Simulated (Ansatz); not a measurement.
Mulliken charges of CH₃FSSi (`CS[Si]F`) from PBE/def2-TZVPP in Ansatz (PBE0-D4/def2-TZVP geometry).

| atom | x (Å) | y (Å) | z (Å) | charge (e) |
| --- | --- | --- | --- | --- |
| C1 | -0.510 | 0.719 | -0.085 | -0.257 |
| S2 | 0.966 | 0.426 | 0.932 | -0.169 |
| Si3 | 1.575 | -1.577 | 0.512 | 0.302 |
| F4 | 0.440 | -2.009 | -0.563 | -0.263 |
| H5 | -1.302 | 0.023 | 0.184 | 0.129 |
| H6 | -0.836 | 1.739 | 0.115 | 0.129 |
| H7 | -0.272 | 0.611 | -1.141 | 0.129 |

**Question.** By hand: the dipole of these point charges (1 e Å = 4.8032 D).

**Answer.** Σ q r = (0.017, 0.101, 0.058) e Å, of length 0.118 e Å = 0.57 D.

**Question.** How does the dipole of the full density compare? (Best estimate.)

**Answer.** The calculation gave: (-0.214, 0.176, -0.088) e Å, 1.40 D; the point charges give 0.41 times that, at 75° from its direction.

Point charges leave out the atoms' own dipoles, such as those of lone pairs, and Mulliken's split depends on the basis, so the two needn't agree.
